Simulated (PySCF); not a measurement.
Isomers of C2H7BrSi. Theory: PBE0-D3(BJ)/def2-SVP geometry optimisation, gas phase (PySCF 2.14.0). Energies are electronic, without zero-point or thermal terms, for one conformer each. No frequencies were run at this level. Point groups hold within 0.08 Å.

Question: Order them by energy at this level, lowest first, and give relative energies in kcal/mol.
A. `[CH3:1][SiH2:2][CH2:3][Br:4]` with C1–Si2–C3–Br4 -179°
B. `[SiH3:1][CH2:2][CH2:3][Br:4]` with Si1–C2–C3–Br4 180°
C. `[CH3:1][CH2:2][SiH2:3][Br:4]` with C1–C2–Si3–Br4 179°

Answer: C (0.0), A (27.5), B (34.7).

| SMILES | E (Eh) | E rel (kcal/mol) | dipole (D) | point group | A, B, C (MHz) |
| --- | --- | --- | --- | --- | --- |
| CC[SiH2]Br | -2943.15104 | 0.0 | 2.10 | – | 13422, 1257, 1182 |
| C[SiH2]CBr | -2943.10728 | 27.5 | 2.38 | – | 15547, 1168, 1116 |
| [SiH3]CCBr | -2943.09575 | 34.7 | 1.51 | Cs | 22188, 959.4, 940.7 |
